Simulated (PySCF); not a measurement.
## Correlation energy of Tl⁶³⁺ (thallium, charge +63)

Starting occupation: [Ar]. Computed with PySCF 2.14 in an uncontracted even-tempered set (17 s from 7.2 bohr⁻², ratio 2.6; 14 p from 9.4 bohr⁻², ratio 2.6; 5 d from 9.6 bohr⁻², ratio 2.8; 3 f from 150 bohr⁻², ratio 2.8), with X2C-1e with screened-nucleus spin-orbit coupling, Gaussian nucleus. Frozen: [Ne]; 8 electrons correlated; the 60 highest virtual spinors left out.

MP2 pair energies summed by pair of shells (mhartree):

| pair | energy | share (%) |
| --- | --- | --- |
| 3p3/2-3p3/2 | -204.57 | 44.2 |
| 3p1/2-3p3/2 | -163.10 | 35.3 |
| 3p1/2-3p1/2 | -40.50 | 8.8 |
| 3p3/2-3s1/2 | -24.89 | 5.4 |
| 3s1/2-3s1/2 | -15.13 | 3.3 |
| 3p1/2-3s1/2 | -14.22 | 3.1 |

Total MP2 correlation energy: -462.42 mhartree.

The virtual space was cut to 54 spinors, which keep -447.22 of the -462.42 mhartree of MP2 correlation.

```json
{"level": "CCSD", "correlation energy (mhartree)": "-485.12"}
{"level": "(T)", "correlation energy (mhartree)": "-1.27"}
{"level": "CCSD(T)", "correlation energy (mhartree)": "-486.39"}
```

Diagnostics: T1 = 0.00013, largest double amplitude 0.031.

Cost of the coupled-cluster step: about 15 core-seconds, for 8 occupied and 54 virtual spinors.

Iterations:

```
Init t2, MP2 energy = -0.447224974235957
CCSD nocc = 8, nmo = 62
Init t2, MP2 energy = -0.447224974235957
Init E_corr(GCCSD) = -0.447224974235957
cycle = 1  E_corr(GCCSD) = -0.479873685001035  dE = -0.0326487108  norm(t1,t2) = 0.0100369
cycle = 2  E_corr(GCCSD) = -0.484172713235739  dE = -0.00429902823  norm(t1,t2) = 0.00207567
cycle = 3  E_corr(GCCSD) = -0.485163874460972  dE = -0.000991161225  norm(t1,t2) = 0.000582405
cycle = 4  E_corr(GCCSD) = -0.48512133529756  dE = 4.25391634e-05  norm(t1,t2) = 6.20734e-05
cycle = 5  E_corr(GCCSD) = -0.485123256260872  dE = -1.92096331e-06  norm(t1,t2) = 5.25519e-06
cycle = 6  E_corr(GCCSD) = -0.485123136090059  dE = 1.20170813e-07  norm(t1,t2) = 4.84837e-07
cycle = 7  E_corr(GCCSD) = -0.485123137972601  dE = -1.88254123e-09  norm(t1,t2) = 2.16409e-08
GCCSD converged
E(GCCSD) = -15893.53688184325  E_corr = -0.4851231379726005
```

The coupled-cluster values are those of the cut space; adding the MP2 remainder, -15.20 mhartree, estimates the full space.

At this charge the one-electron X2C treatment keeps the bare 1/r₁₂, with no two-electron picture change or Breit term. The effect here is smaller than on the frozen 1s shell.
